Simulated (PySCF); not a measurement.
All values below come from B3LYP-D3(BJ)/def2-TZVP // M06-2X/def2-TZVP run with PySCF 2.14.0. Isolated molecules, 0 K electronic values unless said otherwise. B3LYP has the VWN-RPA correlation part, as in Gaussian. Delta-SCF ions had no search for a lower state. 

Reference species (SMILES): `O=C=CC` (neutral, multiplicity 1).

```yaml
HOMO–LUMO gap: 5.33 eV
dipole_moment: 1.83 D
vertical ionisation energy (Delta-SCF): 9.02 eV
```

Changed species: `CC1OC=1`.

Task: Predict the effect on the HOMO–LUMO gap, dipole moment and vertical ionisation energy (Delta-SCF).

Result: the HOMO–LUMO gap falls by 0.25 eV, to 5.08 eV; the dipole moment goes up by 0.85 D, to 2.68 D; the vertical ionisation energy (Delta-SCF) falls by 1.02 eV, to 8.00 eV.
